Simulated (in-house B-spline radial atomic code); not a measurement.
Values are calculated unless marked as measured or tabulated.
**Two electrons in InAs: a spherical dot of radius 59.6 nm with hard walls with a doubly ionised double donor at its centre**

For InAs the NSM archive of the Ioffe Institute lists m* = 0.023 m0 and ε = 15.15. Real donors also feel a central-cell potential, which shifts the ground state; some double donors stay shallow and helium-like, others are deep centres that this model can't describe. In so narrow a gap the band flattens within tens of meV, so real spacings are smaller, by up to some tenths.

Effective-mass model with parabolic bands, a uniform dielectric constant, no image charges, no central-cell or spin-orbit terms. Two-electron levels come from full CI in B-splines with partial waves to l = 5 (up to 0.001 effective hartree above the limit).

(1) What are the effective units, and what is the potential in them?

In these units the lowest s and p orbitals lie at -1.8391 and 1.1917, and their Coulomb and exchange integrals are J_ss = 1.4644, J_sp = 1.0807 and K_sp = 0.182. Full CI gives -2.3090 for the ground singlet, 0.2323 for the sp triplet, 0.5541 for the sp singlet and 2.0446 for the lowest triplet of two s orbitals.

(2) What does it cost to add the second electron, to first order and exactly?

(3) How far above the singlet do the triplets lie?

Results:

(1) Ha* = 27211.386 meV × 0.023/15.15² = 2.727 meV and a* = 0.0529177 nm × 15.15/0.023 = 34.86 nm. The radius is R = 1.71 a*, with −2/r added.

(2) To first order E = 2ε_s + J_ss = -2.2139, so the charging energy E(2) − 2E(1) is J_ss = 3.993 meV. CI gives -2.3090 − 2 × (-1.8391) = 1.3693, or 3.734 meV: relaxation and correlation lower it by 0.2593 meV, 6.5 % of J_ss. The s² configuration of one-electron orbitals holds 98.5 % of the state, and the mean radius is 23.2 nm.

(3) To first order the sp triplet lies at ε_s + ε_p + J_sp − K_sp = 0.2512, which is 6.722 meV above 2ε_s + J_ss. CI gives 0.2323 − (-2.3090) = 2.5413, or 6.93 meV, 84 % of the orbital spacing of 8.265 meV. The ss triplet lies 11.87 meV up, so the lower of the two is the sp one, and its gap equals k_BT at 80.4 K. The sp singlet-triplet splitting is 0.8774 meV, against 2K_sp = 0.9928 meV.
